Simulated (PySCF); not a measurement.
## Fine-structure interval of La⁴⁴⁺ by level of theory

La⁴⁴⁺ [Ne] 3s2 3p1 [3p1/2^1, M_J = 1/2] → La⁴⁴⁺ [Ne] 3s2 3p1 [3p3/2^1, M_J = 3/2], as a difference of total energies. Calculation: PySCF 2.14, in an uncontracted even-tempered set (18 s from 10 bohr⁻², ratio 2.4; 14 p from 13 bohr⁻², ratio 2.4; 4 d from 45 bohr⁻², ratio 2.6; 4 f from 68 bohr⁻², ratio 2.6); the two-component X2C-1e Hamiltonian. Correlated levels: 1s2 frozen; the 54 highest virtual spinors dropped. "Screened" scales the spin-orbit matrix elements by Boettger's factors to mimic the two-electron term; Breit and QED terms are absent.

```csv
method,fine-structure interval (cm⁻¹)
GHF (screened spin-orbit),878410
GMP2 (screened spin-orbit),874750
GHF (bare spin-orbit),912180
```
